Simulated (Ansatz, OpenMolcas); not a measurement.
# GeCl2 (germanium dichloride): the electronic atomisation energy, rung by rung

GeCl2 has 3 atoms, charge 0, and is taken as a singlet. As SMILES, `Cl[Ge]Cl`. Geometry: relaxed at PBE0-D4/def2-TZVP.

| atom | x (Å) | y (Å) | z (Å) |
| --- | --- | --- | --- |
| Cl | -0.0654 | -1.6817 | 0.4227 |
| Ge | -0.4212 | 0.0672 | -0.8320 |
| Cl | 0.4866 | 1.6145 | 0.4093 |

Quantity: the electronic atomisation energy, in eV. The values are calculated. Electronic energies at fixed atoms, without zero-point motion or spin-orbit coupling.

```csv
level,kind,program,value (eV),less CCSD(T)/aug-cc-pVDZ,CPU time (all runs)
PBE/aug-cc-pVDZ,GGA,Ansatz,8.44,+0.89,9.3 s
r2SCAN0/aug-cc-pVDZ,hybrid meta-GGA,Ansatz,8.01,+0.46,22 s
CAM-B3LYP/aug-cc-pVDZ,range-separated hybrid,Ansatz,7.87,+0.32,12 s
HSE06/aug-cc-pVDZ,range-separated hybrid,Ansatz,8.15,+0.60,12 s
BCCD(T)/aug-cc-pVDZ,coupled cluster or CI,Ansatz,7.55,0.00,13 s
"CCSD(T)/aug-cc-pVDZ, open shells restricted",coupled cluster or CI,OpenMolcas,7.55,0.00,72 s
CCSD(T)/aug-cc-pVDZ,coupled cluster or CI,Ansatz,7.55,0.00,11 s
CCSD/aug-cc-pVDZ,coupled cluster or CI,Ansatz,7.33,-0.22,9.5 s
```

Differences are taken from CCSD(T)/aug-cc-pVDZ, open shells restricted for orientation; it has basis-set and higher-order errors of its own. All-electron rows without a relativistic Hamiltonian named are non-relativistic. Correlated wave functions underbind in double-zeta sets. The values span 7.33 to 8.44 eV. In the correlated wave-function rows the outer d shell of Ge is correlated, in sets not made for it. CPU times are rough (shared hosts, several kinds of processor and program).
